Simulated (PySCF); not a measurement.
SMILES OB(O)C#C[SiH3] (C2H5BO2Si), singlet, PBE0/def2-SVP optimised geometry. Atoms within 1.6 Å of the plane z = 0.0 Å (x, y, z in Å): Si1 (-0.50, -0.35, 0.00), C2 (-1.12, -1.22, -1.49), H7 (-0.99, -1.05, 1.22), H8 (-1.00, 1.05, 0.00), H9 (1.00, -0.35, 0.00).

Calculation: PySCF with PBE0/def2-TZVP. Cells within 0.4 Å of a nucleus heavier than hydrogen are left out (blank, or x).

Map of the deformation density (molecule minus spherical neutral atoms) (e/bohr³) on the plane z = 0.0 Å:

```
|1111111111111111111111111111111|
|1111111111111111111111111111111|
|1111111111111111111111111111111|
|1111111111111111111111111111111|
|1111111111111111111111111111111|
|1111111111111111111111111111111|
|1111111111111111111111111111111|
|1111111111111111111111111111111|
|1111111111111111111111111111111|
|1111111111122211111111111111111|
|1111111112464321111111111111111|
|1111111123697421111111111111111|
|1111111123687521111111111111111|
|1111111123566421122211111111111|
|1111111112344211233221111111111|
|1111111111111x12355421111111111|
|111111110001xxx2578841111111111|
|111111110001xxx2578841111111111|
|1111111100001x11355421111111111|
|1111111111110000233221111111111|
|1111111111110000112211111111111|
|1111111111111000111111111111111|
|1111111111111001111111111111111|
|1111111111111111111111111111111|
|1111111111111111111111111111111|
|1111111111111111111111111111111|
|1111111111111111111111111111111|
|1111111111111111111111111111111|
|1111111111111111111111111111111|
|1111111111111111111111111111111|
|1111111111111111111111111111111|
```
Scale: ten equal steps from -0.019 (start of '0') to 0.083 (end of '9'), in the order '0123456789'; x runs from -3.50 to 3.50, y from -3.50 (bottom) to 3.50 (top).
